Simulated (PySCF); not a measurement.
## State search for NaSr

Unrestricted PBE0; PySCF, scalar-relativistic core potentials, basis sets Na def2-SVPD, Sr def2-SVPD with ECP28. Outer shells of the fragments: Na 3s1; Sr 5s2.

Followed along the bond (rough minima from three points):

```tsv
2Ms+1	unpaired	⟨S²⟩ at the start	R at minimum (Å)	Te (eV)
2	σ ↑	0.76	3.91	0.00
2	π ↑	0.83	3.35	0.85
2	δ ↑	0.83	3.56	1.47
4	σ ↑↑, π ↑	3.75	3.74	1.58
```

Solutions found at the starting distance of 3.285 Å, counted from the lowest of them; the search is not exhaustive and high or unbound solutions are not listed, so other states can lie among these:

```
2Ms+1   unpaired  term  E (eV)  ⟨S²⟩  ⟨Lz²⟩  μ (D)
    2        σ ↑   ²Σ⁺    0.00  0.76   0.00  -0.33
    2        π ↑    ²Π    0.68  0.83   1.03   0.00
    2        δ ↑    ²Δ    1.34  0.83   4.00  -0.97
    4  σ ↑↑, π ↑    ⁴Π    1.51  3.75   1.02   0.19
    4      σ ↑↑↑   ⁴Σ⁺    2.09  3.75   0.00   0.93
    4  σ ↑, π ↑↑   ⁴Σ⁻    2.20  3.75   0.00   2.88
    4  σ ↑↑, δ ↑    ⁴Δ    2.23  3.75   4.00  -1.80
```

A term symbol is given only where ⟨S²⟩ and ⟨Lz²⟩ are close to those of a pure state; real π, δ and φ orbitals otherwise mix terms. A positive dipole means Na(−)Sr(+).

Compare the gap between the two lowest followed solutions at the starting distance with the gap between their minima.

At PBE0 the second solution (doublet, unpaired electrons π ↑) lies +0.68 eV from the first (doublet, unpaired electrons σ ↑) at 3.285 Å and +0.85 eV at the minima; the two curves relax by different amounts, since their minima lie near 3.35 and 3.91 Å.

Spin–orbit coupling is left out. Counting both spins, an empty level lies below a filled one in some of these solutions, because spin and occupation are held.
